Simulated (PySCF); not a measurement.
Computed properties of CH3F2IOSi, SMILES CO[Si](F)(F)I

Si(F)2(I)(OMe) (CH3F2IOSi), SMILES CO[Si](F)(F)I. Coordinates come from a B3LYP-D3(BJ)/def2-SVP optimisation. This is a generated structure with no PubChem entry under its InChIKey; it may be hypothetical. The def2 effective core potentials stand for the cores of I; spin–orbit coupling is left out. Other conformers were not sampled. All values are computed for the isolated molecule unless a solvent is named; none is compared with measurement here.

**Structure.** All 21 harmonic modes at B3LYP-D3(BJ)/def2-SVP (PySCF) are real, so it is a minimum. With heavy atoms numbered as in [CH3:1][O:2][Si:3]([F:4])([F:5])[I:6], the shortest bond between them is C1–O2 at 1.417 Å and the longest Si3–I6 at 2.429 Å.

**Vibrations.** The strongest infrared lines (harmonic, unscaled, degenerate partners summed) lie at 764 cm⁻¹ (209 km/mol, Si 32 %, O 24 %, F 24 %, C 15 %), 1219 cm⁻¹ (202 km/mol, H 37 %, O 37 %, C 23 %), 1167 cm⁻¹ (166 km/mol, H 41 %, O 29 %, C 26 %). The softest mode is at 52 cm⁻¹ and the zero-point energy is 31.3 kcal/mol.

**Electronic structure.** PBE0/def2-TZVP (PySCF) places the frontier levels at -8.23 and -0.60 eV, a gap of 7.63 eV, and gives a dipole moment of 2.54 D and a mean polarisability of 66.6 bohr³. PBE/def2-TZVP (PySCF) at the same geometry gives -7.01 and -1.52 eV, so its gap is 2.14 eV narrower. An orbital gap is neither the optical nor the fundamental gap.

**Excitations.** TDDFT-M06-2X/def2-SVPD (PySCF) has S1 at 6.04 eV (205 nm, f = 0.011, weak); the most intense of the 10 singlets computed lies at 7.80 eV (f = 0.09). T1 (TDA) is at 5.63 eV. TDDFT-PBE/def2-SVPD (PySCF) puts S1 at 5.51 eV. No vertical singlet excitation falls in the visible range (under 3.1 eV).
